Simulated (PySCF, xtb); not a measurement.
C5H4F2O, SMILES FC1(F)C(=O)C=CC1.

GFN2-xTB (xtb 6.7.1) at its own geometry gives an orbital gap of 2.71 eV and a dipole moment of 5.63 D.

The structure is a stationary point at PBE0-D3(BJ)/def2-SVP. The structure was generated by enumeration, and PubChem lists no compound with its InChIKey, so it may never have been made. One conformer was computed; it need not be the lowest.

### Question
What does ωB97X/def2-TZVP run with PySCF give? (The exact figures need the calculation; the answer reports its results.)

### Answer
gap 10.11 eV (levels -10.06 and 0.05 eV), dipole 5.02 D.
